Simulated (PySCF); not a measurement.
BrSi, SMILES [Si]Br (connectivity only; charge and spin as stated), charge +1, multiplicity 1. Coordinates come from a B3LYP-D3(BJ)/def2-TZVP optimisation. The spin state was assumed, not searched.

TDDFT-B3LYP/def2-TZVPD (PySCF) puts the lowest singlet excitations at 4.64, 4.80, 4.80, 4.85, 4.85, 6.13 eV and the lowest triplet (TDA) at 3.46 eV.

**Question.** What are the lowest singlet roots from PySCF with EOM-CCSD/aug-cc-pVDZ? (An estimate is asked for; the answer gives what the named calculation found.)

**Answer.** 5.03, 5.03, 5.08, 5.08, 5.12, 6.29 eV; triplets 3.53, 3.53, 4.46 eV. S1 differs by 0.39 eV (second minus first; roots are paired by order, and the bases may differ).
